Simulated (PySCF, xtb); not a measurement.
WF5, SMILES [F][W+]([F])([F])([F])[F], charge +1, multiplicity 1.

Harmonic wavenumbers (cm⁻¹) from GFN2-xTB in xtb at its own minimum, in rising order: 91, 92, 170, 170, 227, 278, 278, 459, 500, 502, 503, 511.

Q: What does PySCF with PBE-D3(BJ)/def2-SVP give at its own minimum? (Estimate from the structure and the level; the computed values follow.)

A: 104, 104, 207, 207, 257, 308, 308, 725, 758, 774, 782, 782. Paired by order, the mean absolute difference is 128 cm⁻¹ and the zero-point energies are 5.4 and 7.6 kcal/mol.
